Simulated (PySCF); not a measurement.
From one molecule to another.

First species: C7H9N.
SMILES: `C[C@H]1CCC=C1C#N`

Second species: C5H11NSi.
Bonds: C1–C2, C2–C3, C2–C4, C4–C5 (double), C5–Si6, Si6–N7, C2–N7. Hydrogens: H8, H9, H10 on C1; H11, H12, H13 on C3; H14 on C4; H15 on C5; H16, H17 on Si6; H18 on N7.

Levels: PBE0/def2-SVPD for HOMO energy, LUMO energy, HOMO–LUMO gap and static isotropic polarisability; TDDFT PBE0/def2-SVPD for lowest singlet excitation; TDA PBE0/def2-SVPD for lowest triplet excitation (Tamm–Dancoff). Geometries: GFN2-xTB. Each structure is a single optimised conformer of the isolated species, non-relativistic unless stated. Electronic properties by PySCF.

Values for the first species:

* HOMO energy: -7.55 eV
* LUMO energy: -1.22 eV
* HOMO–LUMO gap: 6.33 eV
* Lowest singlet excitation: 5.86 eV
* Lowest triplet excitation (Tamm–Dancoff): 3.56 eV
* Static isotropic polarisability: 83.8 au

(1) Estimate the same properties for the second species, and the change in each.

Results:

(1) 
```tsv
property	first	second	second less first
HOMO energy	-7.55 eV	-6.53 eV	+1.02 eV
LUMO energy	-1.22 eV	-0.01 eV	+1.21 eV
HOMO–LUMO gap	6.33 eV	6.52 eV	+0.19 eV
lowest singlet excitation	5.86 eV	5.28 eV	-0.58 eV
lowest triplet excitation (Tamm–Dancoff)	3.56 eV	4.38 eV	+0.82 eV
static isotropic polarisability	83.8 au	90.1 au	+6.3 au
```

On the first: No computed singlet falls in the visible range (750 to 380 nm, 1.65 to 3.26 eV); S1 lies 2.60 eV above its blue end. The principal polarisabilities are 63.6, 80.5 and 107.3 au; their mean is the isotropic value.

On the second: The vertical singlet–triplet gap S1 − T1 is 0.90 eV (TDDFT singlet less Tamm–Dancoff triplet; S1: HOMO→LUMO, weight 0.99; T1: HOMO−1→LUMO, weight 0.93). S1 lies 1.24 eV below the HOMO–LUMO gap; its leading configuration is HOMO→LUMO, weight 0.99.
